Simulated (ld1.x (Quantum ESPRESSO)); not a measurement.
**What one change does to a pseudopotential (mercury (Hg), ultrasoft)**

ld1.x (Quantum ESPRESSO) 7.5 input, shortened:

```
&input
   title='Hg', zed=80., rel=1, dft='PZ', iswitch=3,
   config='[Xe] 4f14 5d10 5f-2 6s1.5 6p0.5'
 /
 &inputp
   pseudotype=3, tm=.true., lloc=-1, rcloc=2.70,
   nlcc=.true., new_core_ps=.true., rcore=1.25
 /
8
6S  1  0   1.50   0.00  1.75  2.40  0.0
6S  1  0   0.00  -0.25  1.75  2.40  0.0
6P  2  1   0.50   0.00  2.80  3.50  0.0
6P  2  1   0.00   0.25  2.80  3.50  0.0
5D  3  2  10.00   0.00  1.30  1.45  0.0
5D  3  2   0.00   1.85  1.30  1.45  0.0
5F  4  3  -2.00   0.15  2.40  3.00  0.0
5F  4  3  -2.00   2.45  2.40  3.00  0.0
 &test
   configts(1)='5d10 6s1.5 6p0.5'
 /
```

All-electron outer shells of the reference configuration (LDA (PZ), scalar-relativistic, ld1.x):

```
shell  level (eV)  outermost node (bohr)  outermost maximum (bohr)
   4f      -97.49                      –                      0.37
   5p      -67.93                   0.51                      0.92
   5d      -11.19                   0.55                      1.17
   6s       -7.97                   1.08                      2.18
   6p       -1.81                   1.27                      3.18
```

Change: reference 5d10 6s0 6p0.

Cutoffs: the cutoffs (Ry, on a coarse ladder) from which the occupation-weighted sum of valence levels, in a spherical-Bessel basis at the reference potential, stays within 10 and 1 mRy of its value at 400 Ry; they do not see the model core or the augmentation charge, which bear on the density cutoff. Errors are all-electron minus pseudo energies relative to the spin-unpolarised reference configuration.

Task: What does the change do?

Result: The potential gets neither clearly harder nor softer (50 Ry and 90 Ry → 50 Ry and 90 Ry); the range in which the p phases agree narrows (upper end 1.8 → 0.4); the range in which the f phases agree narrows (upper end 3.0 → 1.1); neither file shows a bound ghost.

```csv
quantity,base,changed
"cutoff, loose",50 Ry,50 Ry
"cutoff, tight",90 Ry,90 Ry
bound ghosts,none,none
"largest error over its own tests, meV",-253,-326
s: phases at 3.81 bohr within 0.05 rad from the reference energy up to (Ry; the scan ends near 5),4.3,3.7
p: phases at 3.81 bohr within 0.05 rad from the reference energy up to (Ry; the scan ends near 5),1.8,0.4
d: phases at 3.81 bohr within 0.05 rad from the reference energy up to (Ry; the scan ends near 5),to the end of the scan,to the end of the scan
f: phases at 3.81 bohr within 0.05 rad from the reference energy up to (Ry; the scan ends near 5),3.0,1.1
lowest overlap eigenvalue by channel,"s 0.34, p 0.58, d 0.93, f 0.98","s 0.36, p 0.39, d 0.90, f 0.44"
```
